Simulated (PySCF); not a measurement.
Level of theory: PySCF with PBE-D3(BJ)/def2-TZVP. Isolated molecules, 0 K electronic values unless said otherwise. Excitations are Tamm–Dancoff values on a coarser integration grid. The basis has no diffuse functions, so Rydberg states are missing or too high.

Reference species (SMILES): `[CH3][Ga]([CH3])[CH3]` (neutral, multiplicity 1).

| Property | Value |
|---|---|
| HOMO | -6.19 eV |
| S1–T1 gap (TDA) | 0.29 eV |

Changed species: `[CH3][Ga]([CH3])[SiH3]` (1 of 3 CH3 replaced by SiH3; the reference has 0 of 3 CH3 replaced by SiH3).

Question: What does the change do to the HOMO and S1–T1 gap (TDA)?

Answer: the HOMO goes up by 0.15 eV, to -6.04 eV; the S1–T1 gap (TDA) rises by 0.31 eV, to 0.60 eV.
